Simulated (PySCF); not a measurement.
# LiIn⁺: frontier orbitals

M06-L at R = 3.229 Å; PySCF, scalar-relativistic core potentials, basis sets Li cc-pVDZ, In cc-pVDZ-PP with ECP28. State: ²Σ⁺ (doublet), unpaired electrons σ ↑. Only the outer orbitals are listed, counted within each symmetry, core potentials removing the inner ones.

```
spin  orbital  occ.  ε (eV)  on Li (%)            main shells (%)
   α       3σ     1  -59.09        100                   100 Li s
   α       1δ     1  -23.97          0                   100 In d
   α       1δ     1  -23.97          0                   100 In d
   α       2π     1  -23.82          0                   100 In d
   α       2π     1  -23.82          0                   100 In d
   α       4σ     1  -23.77          0                   100 In d
   α       5σ     1  -13.10          6                    93 In s
   α       6σ     1   -8.06         43  53 In p, 26 Li s, 15 Li p
   α       3π     0   -6.60         10                    90 In p
   α       3π     0   -6.60         10                    90 In p
   α       7σ     0   -4.96         93           73 Li s, 20 Li p
   β       3σ     1  -59.07        100                   100 Li s
   β       1δ     1  -23.94          0                   100 In d
   β       1δ     1  -23.94          0                   100 In d
   β       2π     1  -23.72          0                   100 In d
   β       2π     1  -23.72          0                   100 In d
   β       4σ     1  -23.66          0                   100 In d
   β       5σ     1  -12.68          2                    97 In s
   β       6σ     0   -7.49         44           53 In p, 37 Li s
   β       3π     0   -6.70         21           78 In p, 17 Li p
   β       3π     0   -6.70         21           78 In p, 17 Li p
```

Problem. Which are the highest filled and the lowest empty level, where do they sit, and how wide is the gap?

Solution. Highest filled α 6σ at -8.06 eV (in %: 53 In p, 26 Li s, 15 Li p); lowest empty β 6σ at -7.49 eV (in %: 53 In p, 37 Li s); the gap at M06-L is 0.57 eV.

The bond order (Mayer) is 0.53, the ⟨S²⟩ is 0.752 and the charge on Li (Mulliken, basis-dependent) is 0.49. The charge on Li (Löwdin, basis-dependent) is 0.49. The dipole moment (positive dipole points towards In; it is taken about the centre of mass and depends on that origin) is -9.29 D.

Spin–orbit coupling is left out. The state is the lowest determinant that a PBE0 search found; another state may lie lower at other levels.
